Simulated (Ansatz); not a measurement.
Ansatz (a quantum-chemistry and plane-wave program) input (SVWN5/def2-TZVPD):

Ansatz 0.2 input:
```yaml
crystal:
  periodic: [false, false, false]
  atoms:
    - {symbol: C, position_ang: [-3.49009522, 0.31422335, 1.07589688]}
    - {symbol: C, position_ang: [-2.46778300, -0.50993100, 0.29841235]}
    - {symbol: C, position_ang: [-1.05642314, 0.00572461, 0.49614967]}
    - {symbol: O, position_ang: [-0.14611041, -0.79318018, -0.26393798]}
    - {symbol: Si, position_ang: [1.47652119, -0.71720516, -0.16505324]}
    - {symbol: Cl, position_ang: [2.16825534, 1.15364822, -0.72436267]}
    - {symbol: H, position_ang: [-4.49931415, -0.06853629, 0.92078027]}
    - {symbol: H, position_ang: [-3.28782111, 0.28944370, 2.14929692]}
    - {symbol: H, position_ang: [-3.47997105, 1.36001266, 0.76017352]}
    - {symbol: H, position_ang: [-2.69642607, -0.49125404, -0.76996772]}
    - {symbol: H, position_ang: [-2.50486174, -1.55648076, 0.61102854]}
    - {symbol: H, position_ang: [-0.78270333, -0.03066366, 1.55745498]}
    - {symbol: H, position_ang: [-0.97946824, 1.04683123, 0.16740150]}
    - {symbol: H, position_ang: [2.01136683, -1.71264142, -1.10435425]}
    - {symbol: H, position_ang: [1.94225286, -0.92251930, 1.22184743]}
basis:
  gaussian:
    orbitals: def2-TZVPD
hamiltonian:
  xc: {name: SVWN5}
total_charge: 1
magnetization: {spin_polarized: true, initial_magnetization: 1}
```

End of the output:

```
integrals: 0.38 GiB planned
1720 factors; their error is unknown
0.24 GiB of the device are held for the grids
2.24 GiB of device memory are held for the factors and their scratch space
mean field: 2.46 GiB planned
mean field evaluation 1: about -25554.0338 eV, gradient 7.9e1 eV
mean field evaluation 2: about -25147.2936 eV, gradient 2.5e2 eV
mean field evaluation 4: about -25575.3780 eV, gradient 4.1e1 eV
mean field evaluation 8: about -25582.8065 eV, gradient 8.8e0 eV
mean field evaluation 16: about -25583.1661 eV, gradient 3.7e0 eV
mean field evaluation 32: about -25583.2894 eV, gradient 5.0e-6 eV
mean field evaluation 64: about -25583.1631 eV, gradient 1.9e-3 eV
mean field -25583.28942416 eV, -940.1685453616 hartree, gradient 5.0e-6 eV, S^2 0.750961; 8 other end points of the search recorded, 0 dependent functions left out
reference -25583.28949041 eV, -940.1685477959 hartree; 33, 32 occupied and 288, 289 virtual orbitals, 1720 factors
Total energy: -25583.28949041 eV, -940.1685477959 hartree
```

This state (charge 1, doublet) is run at the relaxed geometry of the species with charge 0 and multiplicity 1.
